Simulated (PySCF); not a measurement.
IPb (SMILES [I][Pb]), doublet, at a GFN2-xTB geometry (such geometries of metal compounds can be far from the true shape) (the spin is typed, not shown lowest) (core potentials on I, Pb), atoms displaced at random by about 0.05 Å a coordinate; B3LYP/def2-SVP (PySCF).

PySCF was given this input:
```python
from pyscf import gto, scf, dft
from pyscf.geomopt import geometric_solver

mol = gto.Mole()
mol.atom = '''
    Pb    0.098174   -0.070046   -1.082776
    I    -0.029033    0.042620    1.679014
'''
mol.basis = 'def2-svp'
mol.ecp = {'I': 'def2-svp', 'Pb': 'def2-svp'}
mol.charge = 0
mol.spin = 1
mol.verbose = 3
mol.build()

def method(m):
    mf = dft.UKS(m)
    mf.xc = 'b3lyp'
    return mf

conv, mol_eq = geometric_solver.kernel(method(mol), maxsteps=100, coordsys='cart')
print('optimisation converged:', conv)
print(mol_eq.tostring(format='xyz'))
mf = method(mol_eq)
mf.kernel()
```

What the program printed (banner, timings and long lists left out):

```
Custom engine selected.
Bonds will be generated from interatomic distances less than 1.20 times sum of covalent radii
6 Cartesian coordinates being used
Internal coordinate system (atoms numbered from 1):
Cartesian-X 1
Cartesian-Y 1
Cartesian-Z 1
Cartesian-X 2
Cartesian-Y 2
Cartesian-Z 2
<class 'geometric.internal.CartesianX'> : 2
<class 'geometric.internal.CartesianY'> : 2
<class 'geometric.internal.CartesianZ'> : 2
> ===== Optimization Info: ====
> Job type: Energy minimization
> Maximum number of optimization cycles: 100
> Initial / maximum trust radius (Angstrom): 0.100 / 0.300
> Convergence Criteria:
> Will converge when all 5 criteria are reached:
>  |Delta-E| < 1.00e-06
>  RMS-Grad  < 3.00e-04
>  Max-Grad  < 4.50e-04
>  RMS-Disp  < 1.20e-03
>  Max-Disp  < 1.80e-03
> === End Optimization Info ===

Geometry optimization cycle 1
Cartesian coordinates (Angstrom)
 Atom        New coordinates             dX        dY        dZ
  Pb   0.098174  -0.070046  -1.082776    0.000000  0.000000  0.000000
   I  -0.029033   0.042620   1.679014    0.000000  0.000000  0.000000

WARN: Mole.unit (angstrom) is changed to Bohr

converged SCF energy = -490.775226620881  <S^2> = 0.75180439  2S+1 = 2.0018036
--------------- UKS_Scanner gradients ---------------
         x                y                z
0 Pb    -0.0006825832     0.0006061757     0.0146582723
1 I     0.0006747409    -0.0005991417    -0.0146614771
----------------------------------------------
cycle 1: E = -490.775226621  dE = -490.775  norm(grad) = 0.0207719
Step    0 : Gradient = 1.469e-02/1.469e-02 (rms/max) Energy = -490.7752266209
Hessian Eigenvalues: 5.00000e-01 5.00000e-01 5.00000e-01 ... 5.00000e-01 5.00000e-01 5.00000e-01

Geometry optimization cycle 2
Cartesian coordinates (Angstrom)
 Atom        New coordinates             dX        dY        dZ
  Pb   0.098896  -0.070688  -1.098290    0.000722 -0.000642 -0.015514
   I  -0.029747   0.043254   1.694531   -0.000714  0.000634  0.015517
converged SCF energy = -490.775916345693  <S^2> = 0.75184381  2S+1 = 2.001843
--------------- UKS_Scanner gradients ---------------
         x                y                z
0 Pb    -0.0004170218     0.0003710400     0.0088842184
1 I     0.0004043279    -0.0003581442    -0.0088917156
----------------------------------------------
cycle 2: E = -490.775916346  dE = -0.000689725  norm(grad) = 0.0125935
Step    1 : Displace = 1.555e-02/1.555e-02 (rms/max) Trust = 1.000e-01 (=) Grad = 8.905e-03/8.908e-03 (rms/max) E (change) = -490.7759163457 (-6.897e-04) Quality = 1.599
Along Cartesian-Z 2 0.706
Hessian Eigenvalues: 1.96863e-01 5.00000e-01 5.00000e-01 ... 5.00000e-01 5.00000e-01 5.00000e-01

Geometry optimization cycle 3
Cartesian coordinates (Angstrom)
 Atom        New coordinates             dX        dY        dZ
  Pb   0.100017  -0.071685  -1.122171    0.001121 -0.000997 -0.023881
   I  -0.030834   0.044217   1.718432   -0.001087  0.000963  0.023901
converged SCF energy = -490.776360791769  <S^2> = 0.75191328  2S+1 = 2.0019124
--------------- UKS_Scanner gradients ---------------
         x                y                z
0 Pb    -0.0000606996     0.0000555193     0.0011392777
1 I     0.0000416417    -0.0000348750    -0.0011540375
----------------------------------------------
cycle 3: E = -490.776360792  dE = -0.000444446  norm(grad) = 0.00162465
Step    2 : Displace = 2.394e-02/2.394e-02 (rms/max) Trust = 1.414e-01 (+) Grad = 1.149e-03/1.155e-03 (rms/max) E (change) = -490.7763607918 (-4.444e-04) Quality = 1.103
Along Cartesian-Z 2 0.706
Hessian Eigenvalues: 1.71468e-01 5.00000e-01 5.00000e-01 ... 5.00000e-01 5.00000e-01 5.00001e-01

Geometry optimization cycle 4
Cartesian coordinates (Angstrom)
 Atom        New coordinates             dX        dY        dZ
  Pb   0.100192  -0.071842  -1.125700    0.000174 -0.000157 -0.003529
   I  -0.030982   0.044346   1.721981   -0.000148  0.000129  0.003548
converged SCF energy = -490.776369100547  <S^2> = 0.75192471  2S+1 = 2.0019238
--------------- UKS_Scanner gradients ---------------
         x                y                z
0 Pb    -0.0000128497     0.0000131439     0.0000994469
1 I    -0.0000069907     0.0000084500    -0.0001147348
----------------------------------------------
cycle 4: E = -490.776369101  dE = -8.30878e-06  norm(grad) = 0.000153336
Step    3 : Displace = 3.545e-03/3.545e-03 (rms/max) Trust = 2.000e-01 (+) Grad = 1.084e-04/1.153e-04 (rms/max) E (change) = -490.7763691005 (-8.309e-06) Quality = 1.080
Along Cartesian-Z 2 0.708
Hessian Eigenvalues: 1.55466e-01 4.99996e-01 5.00000e-01 ... 5.00000e-01 5.00000e-01 5.00000e-01

Geometry optimization cycle 5
Cartesian coordinates (Angstrom)
 Atom        New coordinates             dX        dY        dZ
  Pb   0.100218  -0.071867  -1.126055    0.000026 -0.000025 -0.000355
   I  -0.030985   0.044345   1.722354   -0.000003 -0.000000  0.000374
converged SCF energy = -490.776369167432  <S^2> = 0.75192598  2S+1 = 2.0019251
--------------- UKS_Scanner gradients ---------------
         x                y                z
0 Pb    -0.0000080038     0.0000088519    -0.0000058771
1 I    -0.0000119180     0.0000128397    -0.0000094562
----------------------------------------------
cycle 5: E = -490.776369167  dE = -6.68852e-08  norm(grad) = 2.39431e-05
Step    4 : Displace = 3.650e-04/3.650e-04 (rms/max) Trust = 2.828e-01 (+) Grad = 1.693e-05/1.991e-05 (rms/max) E (change) = -490.7763691674 (-6.689e-08) Quality = 0.898
Along Cartesian-Z 2 0.723
Hessian Eigenvalues: 1.55466e-01 4.99996e-01 5.00000e-01 ... 5.00000e-01 5.00000e-01 5.00000e-01
Converged! =D

optimisation converged: True
2
XYZ from PySCF
Pb          0.10021815       -0.07186740       -1.12605486
I          -0.03098472        0.04434523        1.72235442

converged SCF energy = -490.776369171876  <S^2> = 0.75192606  2S+1 = 2.0019251
```
